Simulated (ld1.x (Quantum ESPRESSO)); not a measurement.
**What one change does to a pseudopotential (platinum, TM)**

ld1.x (Quantum ESPRESSO) 7.5 input, shortened:

```
&input
   title='Pt', zed=78., rel=2, dft='PBE', iswitch=3,
   config='[Xe] 4f14 5d8 6s0 6p0', rel_dist='average'
 /
 &inputp
   pseudotype=2, tm=.true., lloc=-1, rcloc=1.70,
   nlcc=.false.
 /
3
6S  1  0   0.00   0.00  2.40  2.40  0.0
6P  2  1   0.00   0.00  2.95  2.95  0.0
5D  3  2   8.00   0.00  2.10  2.10  0.0
 &test
   configts(1)='5d8 6s0 6p0'
 /
```

Open shells are filled in proportion to 2j + 1 (rel_dist='average').

All-electron outer shells of the reference configuration (PBE, scalar-relativistic, ld1.x):

```csv
shell,level (eV),outermost node (bohr),outermost maximum (bohr)
5p,-76.84,0.53,0.98
5d,-25.88,0.57,1.24
6s,-22.13,1.13,2.18
6p,-14.35,1.33,2.77
```

Change: wave 6s (bound): rc 2.40 bohr becomes 6s (bound): rc 1.64 bohr.

Cutoffs: the cutoffs (Ry, on a coarse ladder) from which the occupation-weighted sum of valence levels, in a spherical-Bessel basis at the reference potential, stays within 10 and 1 mRy of its value at 400 Ry; they do not see the model core or the augmentation charge, which bear on the density cutoff. Errors are all-electron minus pseudo energies relative to the spin-unpolarised reference configuration.

Problem. Predict the effect on cutoff, ghosts and configuration errors.

Solution. The potential gets neither clearly harder nor softer (40 Ry and 50 Ry → 40 Ry and 50 Ry); both files keep a bound ghost (p, s); of the 6 tests that both files solve, the error grows in 0 and shrinks in 3 by more than 15 % and 0.3 meV (median size 32.0 → 18.4 meV). Less of the atom is replaced, so other configurations are described better.

| quantity | base | changed |
| --- | --- | --- |
| cutoff, loose | 40 Ry | 40 Ry |
| cutoff, tight | 50 Ry | 50 Ry |
| bound ghosts | s, p3/2, p1/2 | s, p3/2, p1/2 |
| tests counted (converged, no solver errors) | 6 of 7 | 6 of 7 |
| error for 5d9 6s1 6p0, meV [ΔE -29.19 eV] | +64 | +23 |
| error for 5d9 6s0 6p0, meV [ΔE -19.98 eV] | -5.3 | -5.3 |
| error for 5d7 6s0 6p0, meV [ΔE 32.21 eV] | -22 | -22 |
| error for 5d9.5 6s0.5 6p0, meV [ΔE -29.32 eV] | +38 | +14 |
| error for 5d8 6s1 6p0, meV [ΔE -18.00 eV] | +26 | +12 |
| error for 5d6 6s0 6p0, meV [ΔE 77.85 eV] | -125 | -125 |
| s: phases at 3.20 bohr within 0.05 rad from the reference energy up to (Ry; the scan ends near 5) | 0.6 | 1.1 |
| p1/2: phases at 3.20 bohr within 0.05 rad from the reference energy up to (Ry; the scan ends near 5) | 1.9 | 1.9 |
| p3/2: phases at 3.20 bohr within 0.05 rad from the reference energy up to (Ry; the scan ends near 5) | 2.0 | 2.0 |
| d3/2: phases at 3.20 bohr within 0.05 rad from the reference energy up to (Ry; the scan ends near 5) | 4.8 | 4.8 |
| d5/2: phases at 3.20 bohr within 0.05 rad from the reference energy up to (Ry; the scan ends near 5) | 4.6 | 4.6 |

Base: Tests not counted: 5d8 6s1 6p1 (pseudo-atom not self-consistent, printed error +1.3 eV). These tests converged, but a pseudo level misses the all-electron one widely, so the file describes the atom poorly there or has found another state: 5d7 6s0 6p0: empty 6p by 2.9 eV; 5d6 6s0 6p0: empty 6p by 8.0 eV (a node warning on the way). Changed file: Tests not counted: 5d8 6s1 6p1 (pseudo-atom not self-consistent, printed error -51.8 eV). These tests converged, but a pseudo level misses the all-electron one widely, so the file describes the atom poorly there or has found another state: 5d6 6s0 6p0: empty 6p by 9.4 eV. A true bound ghost makes a file unfit for plane-wave use even where its test errors are small: the radial tests pick states by their node count and pass the ghost by. Where a test does run into it, the solver fails or the error is huge.
